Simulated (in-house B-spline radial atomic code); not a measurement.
Neutral beryllium is squeezed into an impenetrable sphere of radius R (the orbitals vanish at R). Method: non-relativistic PBE, spin-polarised, spherical fractional occupations, point nucleus. Calculated with an all-electron radial atomic-structure program (B-spline basis).

Energies in eV above the free atom in [He] 2s2:

| R (bohr) | highest level (eV) | [He] 2s2 | [He] 2s1 2p1 | -dE/dV in [He] 2s2 (GPa) |
| --- | --- | --- | --- | --- |
| 9.65 | -5.59 | 0.005898 | 2.46 | 0.00677 |
| 6.36 | -5.08 | 0.3165 | 2.908 | 0.796 |
| 4.85 | -3.46 | 1.877 | 4.643 | 8.13 |
| 3.96 | -0.564 | 5.458 | 8.233 | 36.6 |
| 3.79 | 0.37 | 6.726 | 9.456 | 49.8 |
| 2.87 | 10.5 | 22.11 | 23.49 | 317 |
| 2.73 | 13.5 | 26.85 | 27.64 | 436 |
| 2.14 | 36.1 | 64.98 | 59.78 | 1970 |
| 1.95 | 49.9 | 89.02 | 79.38 | 3440 |
| 1.6 | 94 | 168.2 | 142.4 | 11000 |

Question: Does [He] 2s1 2p1 fall below [He] 2s2 under compression?

Answer: Yes, between R = 2.73 and 2.14 bohr the order changes (near 2.65 bohr by linear interpolation).

The highest level is first positive in the row R = 3.79 bohr, pushed up by confinement above the zero of the free ion's potential. Each configuration is held fixed and needn't be the lowest in the sphere.
